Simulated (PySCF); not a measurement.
An unknown is described by computed data only.

Formula: C3H10ClPSi2.

* UV, first state: lowest singlet excitation: 6.05 eV (205 nm, f = 0.019) [TDDFT CAM-B3LYP/def2-SVPD]
* UV, strongest line: among the 8 lowest singlet transitions: S6 at 6.84 eV (181 nm, f = 0.110) [TDDFT CAM-B3LYP/def2-SVPD]
* NMR, other nuclei: isotropic shieldings of nuclei other than C and H, by class: 357 (1 Si), 392 (1 Si), 629 (1 P), 1006 (1 Cl) ppm [GIAO PBE0/pcSseg-1]
* 13C NMR: chemical shifts (computed TMS as zero) by class: 145.8 (1 C), 140.9 (1 C), 27.9 (1 C) ppm [GIAO PBE0/pcSseg-1]
* Rotational structure: rotational constants A, B, C: 1.572, 0.797, 0.614 GHz [GFN2-xTB]
* Triplet: lowest triplet excitation (Tamm–Dancoff): 4.27 eV [TDA CAM-B3LYP/def2-SVPD]

The electronic properties come from PySCF, for the isolated species, density fitting. Levels stand in brackets. The structure is a single GFN2-xTB conformer in the gas phase; no vibrational or solvent corrections. Each NMR value is the plain mean over a class of atoms that symmetry, rotation or inversion makes alike.

Question: What is the compound? Reason from the data.

Answer: Numbering: `[CH2:1]=[C:2]([CH3:3])[SiH2:4][PH:5][SiH2:6][Cl:7]`. 3 carbons fall into 3 classes; from least to most shielded: fully substituted alkene carbon [C2] (145.8 ppm), terminal =CH2 carbon [C1] (140.9 ppm), allylic carbon [C3] (27.9 ppm). The other shieldings belong to: 357 ppm, chlorine-bound silicon [Si6]; 392 ppm, SiH2 silicon [Si4]; 629 ppm, three-coordinate phosphorus [P5]; 1006 ppm, silicon-bound chlorine [Cl7]. The optimised geometry has point group C1 and is an asymmetric top. Structure: `CC(=C)[SiH2]P[SiH2]Cl`. Computed isomers that give other values at the same levels: `Cl[SiH2]P[SiH2]C1CC1` (13C chemical shifts (computed TMS as zero) by class: 3.4 (2 C), -6.4 (1 C) ppm). The assignments are read from this structure; whether some other isomer fits the data as well wasn't checked.

Shape of the structure used: `[CH2:1]=[C:2]([CH3:3])[SiH2:4][PH:5][SiH2:6][Cl:7]`: C1–C2–Si4–P5 -10°, C2–Si4–P5–Si6 -84°, Si4–P5–Si6–Cl7 78°.
